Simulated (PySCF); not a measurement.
ClRb. Atoms are numbered in the order given.

```xyz
2

Rb     0.0000     0.0000    -0.9052
Cl     0.0000     0.0000     1.9702
```
Charge 0, spin multiplicity 1.

Geometry optimised at B3LYP-D3(BJ)/def2-TZVPD. The def2 effective core potentials stand for the cores of Rb; spin–orbit coupling is left out.

Level of theory: IEF-PCM-ωB97X/def2-TZVPD in PySCF.

The values are the electrostatic part of the solvation free energy, E(continuum) − E(gas) at the gas-phase geometry, in a cavity of scaled van der Waals radii (PySCF's table); cavitation and dispersion terms are not included. A continuum can't describe solvent molecules that bind to the metal. In vacuum the orbital gap is 8.14 eV. The dipole moment in vacuum is 11.26 D.

| solvent | ε | ΔG(elec) (kcal/mol) | dipole (D) | gap (eV) |
|---|---|---|---|---|
| water | 78.36 | -20.0 | 12.70 | 10.39 |
| benzene | 2.27 | -9.1 | 11.94 | 9.18 |
| 1-octanol | 9.86 | -17.3 | 12.52 | 10.10 |
